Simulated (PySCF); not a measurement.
## BeB⁺: from constants to spectrum

RHF-CCSD(T) constants of BeB⁺, ¹Σ⁺ (singlet), closed shell (basis Be pcseg-1, B pcseg-1; no relativity; PySCF 2.14; masses 9.0122 and 11.0093 u):

```
ωe            : 463.1 cm⁻¹
ωexe          : 7.25 cm⁻¹
Be            : 0.70577 cm⁻¹
αe            : 0.0142 cm⁻¹
De to Be + B⁺ : 1.26 eV
```

(1) What force constant and bond length do these constants imply?

(2) Estimate the centrifugal constant D from the Kratzer relation and find the Dunham coefficient a1.

Correlated steps freeze 1 core orbital. Correlated levels converge slowly with the basis: in double zeta they bind strong bonds too weakly, by up to about 1 eV, and carry superposition errors of some tenths. For an ion De counts to the pair picked by the measured ionisation energies or electron affinities, which need not be the lowest pair at this level. The CCSD T1 diagnostic is raised, a sign that a single reference may not be enough here.

Answers

(1) Reduced mass μred = 4.9556 u; k = 5.8918×10⁻⁷·μred·ωe² (u, cm⁻¹, mdyn/Å) = 0.626 mdyn/Å; Re = √(16.8576/(μred·Be)) (u, cm⁻¹, Å) = 2.195 Å.

(2) D = 4Be³/ωe² = 6.56e-06 cm⁻¹; a1 = −1 − αeωe/(6Be²) = -3.20.
